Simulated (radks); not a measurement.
Q: Coulomb parameter of the 4f shell of the gadolinium ion Gd2+ in the model configuration [Xe] 4f6 5d1 6s1, as a second difference U = [E(n + 0.5) + E(n - 0.5) - 2 E(n)] / (0.5)^2 with all orbitals relaxed. "Bare": the charge of the atom changes with n. "Screened": the 6s shell takes up the change at fixed total charge, which measures U(4f,4f) + U(6s,6s) - 2 U(4f,6s). Method: scalar-relativistic Kohn-Sham, LDA (Slater exchange, Perdew-Wang correlation), spin-unpolarised, spherical densities, finite nucleus; Fermi nuclear charge, rms radius 5.1569 fm; computed with a radial shooting solver on a logarithmic mesh with Libxc functionals. Estimate both.

A: U(bare) = 18.605 eV, U(screened by 6s) = 8.434 eV, against the Slater integral F0(4f,4f) = 31.130 eV with frozen orbitals.
